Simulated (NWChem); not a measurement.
System meant: HfCl3F; SMILES [F][Hf]([Cl])([Cl])[Cl]

The following NWChem deck was run.

```
start job
memory heap 200 mb stack 900 mb global 1100 mb
geometry units angstroms noautoz
  Hf     0.000000     0.000000     0.257246
  F      0.000000     0.000000     2.146747
  Cl    -0.611863     2.122395    -0.495127
  Cl    -1.532117    -1.591086    -0.495127
  Cl     2.143979    -0.531309    -0.495127
end
basis spherical
  Hf library def2-svp
  F library def2-svp
  Cl library def2-svp
end
ecp
  Hf library def2-ecp
end
dft
  odft
  mult 2
  xc b3lyp
  iterations 150
  mulliken
end
task dft energy
```

End of the output:

```
 ==============================================================================
                                 internuclear angles
 ------------------------------------------------------------------------------
        center 1       |       center 2       |       center 3       |  degrees
 ------------------------------------------------------------------------------
    2 F                |   1 Hf               |   3 Cl               |   108.81
    2 F                |   1 Hf               |   4 Cl               |   108.81
    2 F                |   1 Hf               |   5 Cl               |   108.81
    3 Cl               |   1 Hf               |   4 Cl               |   110.12
    3 Cl               |   1 Hf               |   5 Cl               |   110.12
    4 Cl               |   1 Hf               |   5 Cl               |   110.12
 ------------------------------------------------------------------------------
                            number of included internuclear angles:          6
 ==============================================================================

 Summary of "ao basis" -> "" (spherical)
 ------------------------------------------------------------------------------
       Tag                 Description            Shells   Functions and Types
 ---------------- ------------------------------  ------  ---------------------
 Hf                         def2-svp                12       32   6s3p2d1f
 F                          def2-svp                 6       14   3s2p1d
 Cl                         def2-svp                 8       18   4s3p1d

                                 NWChem DFT Module
                                 -----------------

 Summary of "ao basis" -> "ao basis" (spherical)
 ------------------------------------------------------------------------------
       Tag                 Description            Shells   Functions and Types
 ---------------- ------------------------------  ------  ---------------------
 Hf                         def2-svp                12       32   6s3p2d1f
 F                          def2-svp                 6       14   3s2p1d
 Cl                         def2-svp                 8       18   4s3p1d

      Symmetry analysis of basis
      --------------------------

        a          38
        e+         31
        e-         31

  Rotation of axis
  number of electrons :                   72
  multiplicity        :                    2
 ------------------------------------------------------------------------
  no. of electrons and multiplicity not compatible                  72
 ------------------------------------------------------------------------
 ------------------------------------------------------------------------
  current input line :
    25: task dft energy
 ------------------------------------------------------------------------
 ------------------------------------------------------------------------
 There is an error in the input file
 ------------------------------------------------------------------------
 For more information see the NWChem manual at https://nwchemgit.github.io

0: no. of electrons and multiplicity not compatible:Received an Error in Communication
```

Find the fault in this run and fix the input.

The input was rejected before any calculation. Cause: the multiplicity doesn't fit the number of electrons (an even count wants an odd multiplicity, and the reverse). This input runs:
```
start job
memory heap 200 mb stack 900 mb global 1100 mb
geometry units angstroms noautoz
  Hf     0.000000     0.000000     0.257246
  F      0.000000     0.000000     2.146747
  Cl    -0.611863     2.122395    -0.495127
  Cl    -1.532117    -1.591086    -0.495127
  Cl     2.143979    -0.531309    -0.495127
end
basis spherical
  Hf library def2-svp
  F library def2-svp
  Cl library def2-svp
end
ecp
  Hf library def2-ecp
end
dft
  xc b3lyp
  iterations 150
  mulliken
end
task dft energy
```
It converges to -1528.34011 Ha (B3LYP/def2-SVP with def2 effective core potentials on Hf).
